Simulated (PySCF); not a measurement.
C4H10Si2, SMILES C#CCC([SiH3])[SiH3].

Geometry: PBE-D3(BJ)/def2-SVP. This is a generated structure with no PubChem entry under its InChIKey; it may be hypothetical. Other conformers were not sampled.

Level of theory: PySCF with PBE-D3(BJ)/def2-SVP.

Frequencies are harmonic and unscaled.

### Question
Estimate the vibrational spectrum. (Estimate from the structure and the level; the computed values follow.)

### Answer

| mode | ν (cm⁻¹) | IR (km/mol) | moving atoms (share of kinetic energy) |
|---|---|---|---|
| 1 | 53 | 0.2 | C 46 %, H 35 %, Si 19 % |
| 2 | 96 | 0.1 | H 70 %, C 19 %, Si 11 % |
| 3 | 119 | 0.0 | H 46 %, C 33 %, Si 20 % |
| 4 | 131 | 0.1 | H 74 %, C 16 %, Si 10 % |
| 5 | 177 | 0.1 | Si 42 %, H 41 %, C 18 % |
| 6 | 230 | 1.7 | C 49 %, Si 32 %, H 19 % |
| 7 | 242 | 1.1 | C 46 %, H 40 %, Si 14 % |
| 8 | 337 | 7.0 | C 68 %, H 32 % |
| 9 | 442 | 10.3 | C 58 %, Si 27 %, H 15 % |
| 10 | 537 | 3.3 | H 58 %, C 24 %, Si 18 % |
| 11 | 548 | 3.6 | H 72 %, C 15 %, Si 13 % |
| 12 | 573 | 0.6 | H 78 %, Si 17 % |
| 13 | 637 | 39.6 | H 73 %, C 16 %, Si 11 % |
| 14 | 641 | 37.4 | H 79 %, C 21 % |
| 15 | 653 | 20.3 | H 79 %, C 20 % |
| 16 | 714 | 48.6 | H 53 %, C 34 %, Si 12 % |
| 17 | 795 | 37.0 | C 54 %, H 33 %, Si 12 % |
| 18 | 866 | 257.0 | H 92 % |
| 19 | 893 | 65.4 | H 67 %, C 29 % |
| 20 | 902 | 146.0 | H 90 %, Si 10 % |
| 21 | 906 | 24.9 | H 91 % |
| 22 | 908 | 27.4 | H 97 % |
| 23 | 913 | 4.7 | H 97 % |
| 24 | 918 | 52.1 | H 91 % |
| 25 | 946 | 1.6 | C 76 %, H 23 % |
| 26 | 1019 | 13.9 | C 63 %, H 36 % |
| 27 | 1034 | 29.8 | H 59 %, C 39 % |
| 28 | 1127 | 5.9 | H 81 %, C 19 % |
| 29 | 1234 | 2.4 | H 85 %, C 15 % |
| 30 | 1281 | 11.0 | H 69 %, C 31 % |
| 31 | 1389 | 4.3 | H 92 %, C 8 % |
| 32 | 2148 | 117.8 | H 98 % |
| 33 | 2156 | 6.6 | H 97 % |
| 34 | 2161 | 99.7 | H 96 % |
| 35 | 2165 | 3.0 | C 80 %, H 19 % |
| 36 | 2165 | 77.5 | H 88 %, C 8 % |
| 37 | 2179 | 128.2 | H 96 % |
| 38 | 2182 | 85.4 | H 95 % |
| 39 | 2944 | 11.3 | H 95 % |
| 40 | 2976 | 2.0 | H 92 %, C 8 % |
| 41 | 2989 | 3.9 | H 91 %, C 9 % |
| 42 | 3409 | 74.0 | H 86 %, C 14 % |
